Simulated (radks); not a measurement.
The antimony ion Sb2+, 49 electrons, occupied as [Kr] 4d10 5p3 (not the ground configuration).

All-electron calculation, Dirac Kohn-Sham, PBE, spin-unpolarised, spherical densities, point nucleus; open shells fill j = l - 1/2 first. Program: a radial shooting solver on a logarithmic mesh with Libxc functionals.

Energy parts (hartree):
part                        energy
total                  -6481.94317
kinetic                 6840.23331
electron-nucleus      -15703.15866
Hartree                 2550.96411
exchange-correlation    -169.98193

Orbitals (lengths in bohr, moments of r in powers of bohr; r(max) is where P^2 peaks):
orbital  occ.  eigenvalue (hartree)   r(max)  small-component weight
1s1/2       2             -1113.740  0.01834                3.52e-02
2s1/2       2             -170.0829   0.1038                7.47e-03
2p1/2       2             -159.1637  0.07983                7.49e-03
2p3/2       4             -149.9094  0.08445                7.14e-03
3s1/2       2             -33.97164   0.3001                2.18e-03
3p1/2       2             -29.50970   0.2865                2.12e-03
3p3/2       4             -27.80203   0.2969                2.02e-03
3d3/2       4             -19.92622   0.2426                1.91e-03
3d5/2       6             -19.57136   0.2455                1.88e-03
4s1/2       2              -6.23817   0.7231                5.99e-04
4p1/2       2              -4.72888   0.7461                5.38e-04
4p3/2       4              -4.41282   0.7705                5.08e-04
4d3/2       4              -2.02268   0.8410                3.67e-04
4d5/2       6              -1.97639   0.8500                3.60e-04
5p1/2       2              -0.80567    2.095                7.58e-05
5p3/2       1              -0.77181    2.169                7.13e-05

The highest occupied level is 5p3/2 at -21.002 eV. The density falls to 0.001 e/bohr^3 at r = 4.09 bohr. Summed over all electrons, <r^2> = 40.76 bohr^2, which gives a Langevin (diamagnetic) susceptibility term of -32.3 x 10^-6 cm^3/mol.
